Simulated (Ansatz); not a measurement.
Start from `[NH2][SnH]([F])[O][SiH3]` and change one atom or group to get `C[O][SnH]([F])[O][SiH3]`.

Ansatz, PBE0-D4/def2-TZVP geometries, multiplicity 1. Each molecule was computed in one conformer, which needn't be the lowest.

Elements past krypton have def2 core potentials.

```json
{"property": "LUMO energy (PBE/def2-TZVPP) / eV", "`[NH2][SnH]([F])[O][SiH3]`": "-2.01"}
{"property": "LUMO energy (ωB97M-V/def2-TZVPP) / eV", "`[NH2][SnH]([F])[O][SiH3]`": "0.85"}
{"property": "size of the dipole moment (PBE/def2-TZVPP) / D", "`[NH2][SnH]([F])[O][SiH3]`": "2.36"}
{"property": "HOMO–LUMO gap (PBE0/def2-TZVPP) / eV", "`[NH2][SnH]([F])[O][SiH3]`": "7.20"}
{"property": "HOMO energy (B3LYP/def2-TZVPP) / eV", "`[NH2][SnH]([F])[O][SiH3]`": "-7.97"}
{"property": "size of the dipole moment (ωB97M-V/def2-TZVPP) / D", "`[NH2][SnH]([F])[O][SiH3]`": "2.40"}
```

(1) What does the change do to each property? (Best estimate.)

## Answers

(1) Ansatz gave: 
| property | `C[O][SnH]([F])[O][SiH3]` | shift |
| --- | --- | --- |
| LUMO energy (PBE/def2-TZVPP) / eV | -2.36 | -0.35 |
| LUMO energy (ωB97M-V/def2-TZVPP) / eV | 0.64 | -0.21 |
| size of the dipole moment (PBE/def2-TZVPP) / D | 1.40 | -0.96 |
| HOMO–LUMO gap (PBE0/def2-TZVPP) / eV | 7.01 | -0.19 |
| HOMO energy (B3LYP/def2-TZVPP) / eV | -8.12 | -0.15 |
| size of the dipole moment (ωB97M-V/def2-TZVPP) / D | 1.43 | -0.97 |

With PBE0 the HOMO falls by 0.13 eV and the LUMO falls by 0.32 eV, so the gap narrows by about 0.19 eV. PBE moves the HOMO by -0.02 eV and ωB97M-V by -0.13 eV. Dipoles are sizes alone; their direction can turn.

B3LYP here is the variant with VWN-RPA as its local correlation; programs differ in this.
